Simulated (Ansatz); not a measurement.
Reaction (formal hydrolysis of the Si–S bond): `[SiH3][SiH2][S][GaH2]` + H₂O → `O[SiH2][SiH3]` + `[SH][GaH2]`

Program: Ansatz. Geometries: PBE0-D4/def2-TZVP. ΔE: electronic, gas phase. CCSD(T)/CBS adds triple-zeta CCSD(T) − MP2 to the extrapolated MP2 energy (def2 sets, frozen cores). This one scheme is used for every species. DFT in def2-TZVPP. For Ga outer-core shells are correlated without core-valence functions, which leaves a few kJ/mol of doubt a bond. Scalar relativity is left out up to krypton. Each species was taken in one conformer, which may not be the lowest.

CCSD(T)/CBS gives -12.9 kJ/mol.

Q: Another level gave -17.7 kJ/mol. Which?
A. BLYP/def2-TZVPP
B. r2SCAN0-D4/def2-TZVPP
C. B2PLYP/def2-TZVPP
D. PBE-D4/def2-TZVPP

A: B. r2SCAN0-D4 -17.7, BLYP -39.0, PBE-D4 -9.0, B2PLYP -29.3 kJ/mol.

Largest T1 diagnostic among the species: 0.014.

At CCSD(T), def2-SVP lies −7.0 kJ/mol from the extrapolated value and def2-TZVPP −6.3 kJ/mol. The D4 term adds +16.3 kJ/mol with B3LYP and +9.0 kJ/mol with PBE0; it sums over pairs of atoms, weighted by their polarisabilities, and B3LYP, whose exchange is more repulsive, gets the larger term.

CCSD(T)/CBS has its own doubt, a few kJ/mol and more with outer-core shells, so smaller differences from it don't rank the levels.

B3LYP here is the variant with VWN-RPA as its local correlation; programs differ in this.
